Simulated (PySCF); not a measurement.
# RuO₃ + Cl₂ → RuOCl₂ + O₂

Level: PBE0 in the def2-SVP basis family, computed in PySCF with density fitting; scalar-relativistic core potentials for atoms from Rb on, none lighter, no spin–orbit coupling; open shells unrestricted.

```
species                                                                   state and structure       E (Eh)  ZPE (kJ/mol)  H(298 K) − H(0) (kJ/mol)  S° (J/(mol K))
   RuO₃                                                       singlet, D3h, Ru–O 1.661 Å (×3)   -320.05836          22.4                      14.2           286.5
    Cl₂                                                           singlet, D∞h, Cl–Cl 2.025 Å   -919.76210           3.2                       9.2           223.2
 RuOCl₂  triplet, C2v, Ru–Cl 2.228 Å (×2), Ru–O 1.641 Å; Cl–Ru–Cl 119.2°, Cl–Ru–O 120.4° (×2)  -1089.80153          13.2                      17.0           339.6
     O₂                                                             triplet, D∞h, O–O 1.188 Å   -150.05231          10.6                       8.7           204.8
```

What is the electronic reaction energy?

At PBE0/def2-SVP, ΔE = -87.6 kJ/mol from the differences of the total energies times 2625.5, downhill. Chlorination of this kind underlies dry etching.

Add zero-point, thermal and entropy terms for 298.15 K and 1 bar.

ΔZPE = -1.8 and Δ[H(298) − H(0)] = 2.3 kJ/mol give ΔH° = -87.1 kJ/mol. ΔS° = 34.7 J/(mol K), so ΔG° = -87.1 − 298.15 × (0.0347) = -97 kJ/mol and log₁₀K = 17.1.

Open d or f shells are single determinants, so the state found may not be the ground state. Only the bonding shown was studied: isomers, or loss of a ligand pair, can lie lower.
